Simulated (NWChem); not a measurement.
# BaCl2 cation, doublet; SMILES of the neutral closed-shell parent [Cl][Ba][Cl]

```xyz
3

Ba     0.0000     0.0000    -0.9492
Cl     0.0000     1.3363     1.5633
Cl     0.0000    -1.3363     1.5633
```
Atoms are numbered in this order, from 1.

In the optimisation the excess spin sits in b2 (C2v, its own frame). The geometry was optimised at PBE0/def2-SVP, spin-unrestricted. This spin state was assumed; another may lie lower. No stability test was run on the SCF state. def2 effective core potentials on Ba; no spin-orbit coupling.

Symmetry labels are those of C2v in the frame above (b1 and b2, or b-type labels, depend on it).

Q: List the 4 lowest vertical excitations from PBE/def2-SVPD with def2 effective core potentials on Ba, spin-unrestricted, TDA (NWChem).

A: 
```csv
state,energy (eV),oscillator strength,symmetry of the excitation,<S²>
state 1,1.37,0.000,a2,0.75
state 2,2.05,0.000,b2,0.75
state 3,2.18,0.000,b1,0.75
state 4,2.41,0.002,a1,0.75
```
